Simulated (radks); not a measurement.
Problem. The mean radii <r> (bohr) of the occupied orbitals of an atom or ion are listed with their occupations. Calculated with a radial shooting solver on a logarithmic mesh with Libxc functionals: Dirac Kohn-Sham, LDA (Slater exchange, Perdew-Wang correlation), spin-unpolarised, spherical densities, finite nucleus; Fermi nuclear charge, rms radius of each element as measured or else 0.836 A^(1/3) + 0.57 fm.

orbital  occ.      <r>
1s1/2       2  0.09121
2s1/2       2   0.4454
2p1/2       2   0.4054
2p3/2       4   0.4078
3s1/2       2    1.442
3p1/2       2    1.597
3p3/2       1    1.603

Name the element and its charge. Open shells, if any, fill j = l - 1/2 first.

Solution. Z = 17, chlorine, charge +2: Cl2+ in [Ne] 3s2 3p3. The 1s radius gives Z: for a bare nucleus <r> = (2 gamma + 1)/(2Z) with gamma = sqrt(1 - (Z/c)^2), 0.08778 bohr for Z = 17, and screening makes it slightly larger (0.09121 here). The occupations add up to 15, and the charge is Z minus that.
